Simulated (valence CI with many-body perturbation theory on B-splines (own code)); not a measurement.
# A CI+MBPT run for Ir XXXVI

Computed by configuration interaction combined with many-body perturbation theory (CI+MBPT): six valence electrons over a frozen Dirac-Fock core [Kr], a basis of 7 s, 7 p, 8 d, 6 f, 4 g, 1 h functions for each j, with the one-electron correlation potential Σ1 (screened to all orders), the two-electron term Σ2, the three-electron term Σ3, Breit, model QED; selected single and double excitations, second order for the rest, scaled by the run's own slope (own B-spline code, finite nucleus).

Command, and the settings that its task file holds:

```sh
python run_cv.py task.json out
```

```
atom Ir  Z=77  mass_number=193  rms_radius_fm=5.4032
core [Kr]
valence 4d6
avg = 1
basis = M
breit = 1
cap = 60000
capref = 1200
cscale = 1
de = 0.0
dress = 0
eps = 2e-08
extrap = 1
h = 0.27
hh = 1
l2 = 3
lcore = 6
maxit = 60
n2 = 5
natural = 1
nlev = 35
nno = [4, 4, 5, 4, 3, 1]
nroot = 26
nsp = [3, 3, 3, 2, 1, 0]
pt2 = 1
qed = 1
rpa = 1
s1 = 1
s2 = 1
s3 = 1
screen = 1
tol = 2e-05
whole = 1
```

It took 25 min on 1 thread of Intel(R) Xeon(R) Processor @ 2.30GHz, with other jobs on the host.

Log. The first blocks belong to the next ion, which gives the ionisation energy. Fields: 2J, parity (1 odd), roots, reference size, generating configurations, candidates as configurations/state functions, variational space P, stored matrix elements, Davidson steps; e2 is the range of second-order energies in hartree. The first line gives the box (bohr), its intervals, the orbitals and the steps of their self-consistent field. Window is the range of levels sought, series limit the energy at which the first omitted orbital would enter, core excitation an estimate of the first excitation out of the core, left out the lowest levels not solved, and shifts from estimates the range by which levels moved from their first estimate, all in cm⁻¹.

```
rmax 4.1 intervals 58 orbitals 59 references ['4d6', '4d5 4f', '4d4 4f2', '4d5 5s', '4d5 5p'] scf 5 t 1.3
2J=5 par=0 roots 2 ref 10 generators 4 cand 3466/45082 P 623/5998 nnz 8.7e+06 it 6
2J=5 par=0 roots 2 ref 10 generators 12 cand 14870/476078 P 2156/29403 nnz 1.5e+08 it 6
   second order: generators 17 cand 14906/513794 e2 -0.00025 -0.00015
reference levels 2432, estimated 34, window 725815 1/cm; series limit 8119513, core excitation 1353650
2J=8 par=0 roots 7 ref 321 generators 14 cand 17649/1566614 P 555/11958 nnz 3e+07 it 7
2J=8 par=0 roots 7 ref 321 generators 16 cand 17258/1557468 P 1592/32666 nnz 1.9e+08 it 8
   second order: generators 28 cand 31295/3020472 e2 -0.00308 -0.00237
2J=4 par=0 roots 8 ref 273 generators 14 cand 17746/1207740 P 615/11998 nnz 2.9e+07 it 8
2J=4 par=0 roots 8 ref 273 generators 16 cand 17304/1198500 P 1842/33426 nnz 1.9e+08 it 9
   second order: generators 28 cand 30391/2307126 e2 -0.00243 -0.00142
2J=0 par=0 roots 5 ref 76 generators 14 cand 16821/276344 P 2485/11999 nnz 2.1e+07 it 5
2J=0 par=0 roots 5 ref 76 generators 16 cand 14885/266920 P 4034/28871 nnz 6.5e+07 it 6
   second order: generators 30 cand 31780/565037 e2 -0.00029 -0.00014
2J=6 par=0 roots 6 ref 300 generators 10 cand 15581/1429399 P 473/11995 nnz 3.1e+07 it 8
2J=6 par=0 roots 6 ref 300 generators 12 cand 16079/1449936 P 1298/31833 nnz 1.9e+08 it 8
   second order: generators 25 cand 31753/2939559 e2 -0.00275 -0.00202
2J=2 par=0 roots 4 ref 168 generators 10 cand 15480/769707 P 815/11978 nnz 2.9e+07 it 7
2J=2 par=0 roots 4 ref 168 generators 12 cand 15700/777615 P 2257/33234 nnz 1.8e+08 it 8
   second order: generators 20 cand 27217/1411656 e2 -0.00075 -0.00056
2J=10 par=0 roots 2 ref 272 generators 7 cand 15531/1474607 P 471/11946 nnz 3.4e+07 it 5
2J=10 par=0 roots 2 ref 272 generators 9 cand 16031/1492104 P 1276/30503 nnz 2e+08 it 5
   second order: generators 13 cand 22233/2246160 e2 -0.00186 -0.00186
2J=12 par=0 roots 2 ref 232 generators 6 cand 14620/1302754 P 614/11960 nnz 3.3e+07 it 5
2J=12 par=0 roots 2 ref 232 generators 9 cand 15784/1322885 P 1579/30481 nnz 1.9e+08 it 5
   second order: generators 14 cand 24106/2190353 e2 -0.00124 -0.00116
left out: unestimated 1654144, estimated none, shifts from estimates -606 to 1048
operators 3.9
```

The Davidson iterations converged.

The last digits are not significant, and no measured levels were compared; by estimate large intervals hold to a few tenths of a per cent, small ones and those within an open d or f shell to about a per cent. Core correlation moves these levels by up to 8800 cm⁻¹, and in measured spectra 5 to 20 % of such shifts remained as error; rates that hang on mixing are uncertain with them. Among the levels kept, up to 730 cm⁻¹ of a level comes from second order outside the variational space, and about a tenth of that is noise between levels of different J, which matters for small intervals. Only levels of the ground parity were solved; by the run's estimate the other parity begins above the list, which can be wrong where configurations are misplaced.

| Property | Result |
| --- | --- |
| Valence energy | -376.3925 hartree |
| Ionisation energy | 1549.6 eV (NIST: 1548 ± 5 eV (theoretical)) |
| Reference configurations for the orbitals | 4d6, 4d5 4f, 4d4 4f2, 4d5 5s, 4d5 5p |
| Radial orbitals | 59 |
| Box radius | 4.148 bohr |
| Largest variational space | 33426 |
| Lowest levels | (4d3/2^4 4d5/2^2) J=4 0.0, (4d3/2^4 4d5/2^2) J=2 22874, (4d3/2^4 4d5/2^2) J=0 76711, (4d3/2^3 4d5/2^3) J=3 [a] 147940, (4d3/2^3 4d5/2^3) J=4 [a] 155810, (4d3/2^3 4d5/2^3) J=1 [a] 163080, (4d3/2^3 4d5/2^3) J=5 182380, (4d3/2^3 4d5/2^3) J=6 184650, (4d3/2^3 4d5/2^3) J=2 [a] 201190, (4d3/2^3 4d5/2^3) J=3 [b] 206170, (4d3/2^3 4d5/2^3) J=0 233380, (4d3/2^3 4d5/2^3) J=1 [b] 245460, (4d3/2^3 4d5/2^3) J=2 [b] 246910, (4d3/2^3 4d5/2^3) J=4 [b] 248680 cm⁻¹ |

Levels are named by their leading jj configuration (3d3/2^4 stands for four electrons in 3d with j = 3/2), which in mixed levels can hold well under half, so a name can repeat and another be missing. Letters in brackets count levels of one name in rising energy.
